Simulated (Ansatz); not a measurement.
Species: C$_{6}$H$_{11}$, charge 0, multiplicity 2. It need not be the lowest isomer of its formula. 
Structure (B3LYP-D3(BJ)/def2-TZVP (Ansatz, a program for electronic structure) minimum search):
```
C
C 1 1.3109
C 2 1.4654 1 141.51
H 3 1.0932 2 111.48 1 119.22
H 3 1.0932 4 107.37 2 -122.38
H 3 1.0996 4 107.43 5 -115.32
C 1 1.5146 2 121.59 3 179.92
H 7 1.0907 1 108.85 2 -9.04
H 7 1.0962 8 106.94 1 117.29
C 1 1.5162 2 122.21 3 -0.15
H 10 1.0889 1 112.01 2 3.55
H 10 1.0927 11 107.93 1 122.56
H 10 1.0940 11 108.24 12 115.71
C 7 1.5319 8 109.51 9 118.09
H 14 1.0912 7 111.81 8 -176.79
H 14 1.0916 15 107.92 7 121.88
H 14 1.0917 15 107.54 16 116.41
```
Charge 0, spin multiplicity 2.

Total electronic energies in hartree. Cores are frozen in the correlated levels unless marked. UHF or UKS for open shells. No spin-orbit coupling. Non-relativistic unless marked X2C. CBS marks a two-point X^-3 extrapolation of the correlation energy; Hartree-Fock from the larger set. [CCSD(T)-MP2]/basis is that difference in the basis named.

The UHF reference is spin-contaminated (<S^2> 0.16 over the pure value in the largest basis). 

```tsv
level	program	energy (Eh)
HF/STO-3G	Ansatz	-230.76801
RI-HF/cc-pVTZ	Ansatz	-233.62277
PBE-D3(BJ)/def2-TZVPD	Ansatz + dftd3	-234.93360
r2SCAN/def2-TZVPD	Ansatz	-235.10800
B3LYP-D4/def2-TZVPD	Ansatz + dftd4	-235.28775
B3LYP/def2-TZVPD	Ansatz	-235.26845
PBE0/STO-3G	Ansatz	?
PBE0-D4/def2-TZVP	Ansatz + dftd4	-234.97126
BHLYP-D3(BJ)/def2-TZVPD	Ansatz + dftd3	-235.12050
wB97X-V/def2-TZVPD	Ansatz	-235.18586
B2PLYP-D4/def2-TZVPD	Ansatz + dftd4	-235.02730
B2PLYP/def2-TZVPD	Ansatz	-235.01871
RPA@PBE/cc-pVTZ	Ansatz	-235.25394
MP2/STO-3G	Ansatz	-231.05168
MP2/6-31G*	Ansatz	-234.28353
MP2/cc-pVDZ	Ansatz	-234.36517
MP2/cc-pVTZ	Ansatz	-234.60944
RI-MP2/cc-pVQZ	Ansatz	-234.68532
CCSD/6-31G*	Ansatz	-234.36311
CCSD(T)/6-31G	Ansatz	-234.05715
CCSD(T)/6-31G*	Ansatz	-234.38994
X2C-CCSD(T)/cc-pVTZ-DK	Ansatz	-234.81298
RI-MP2/CBS(cc-pVTZ,cc-pVQZ)+[CCSD(T)-MP2]/cc-pVTZ	Ansatz	-234.8457
```

Question: What belongs in the gaps?

Answer: 
- PBE0/STO-3G, energy (Eh): -232.07658
